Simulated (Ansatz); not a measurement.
Calculated with Ansatz (gas phase, PBE0-D4/def2-TZVP geometries, no zero-point term in ΔE). CCSD(T)/CBS is the MP2 limit (def2-TZVPP, def2-QZVPP) plus CCSD(T) − MP2 in def2-TZVPP, frozen cores. This one scheme is used for every species. Functionals use def2-TZVPP. B3LYP here is the variant with VWN-RPA as its local correlation; programs differ in this. Each species was taken in one conformer, which may not be the lowest.

`[F][AlH][NH][SiH3]` + H₂O → `[OH][AlH][NH][SiH3]` + H–F  (formal hydrolysis of the Al–F bond)

```tsv
level	ΔE (kcal/mol)	difference from CCSD(T)/CBS
B97M-V	13.3	0.5
ωB97X-V	12.9	0.1
PBE-QIDH	12.4	-0.4
B3LYP	13.4	0.6
r2SCAN0	12.7	-0.1
BHLYP	13.5	0.7
SCS-MP2/def2-TZVPP	12.5	-0.3
HF/def2-QZVPP	14.2	1.4
MP2/def2-QZVPP	12.5	-0.3
CCSD/CBS(def2)	13.0	0.2
CCSD(T)/CBS	12.8	0
```

Largest T1 diagnostic among the species: 0.012.

Leaving LDA and LC-ωPBE aside and taking each functional with its dispersion term where it has one, the values, not all of them listed here, spread over 1.4 kcal/mol, from revPBE-D4 to B97M-V. LDA lies −1.2 kcal/mol from PBE without D4. At CCSD(T), def2-SVP lies +0.9 kcal/mol from the extrapolated value and def2-TZVPP −0.5 kcal/mol.
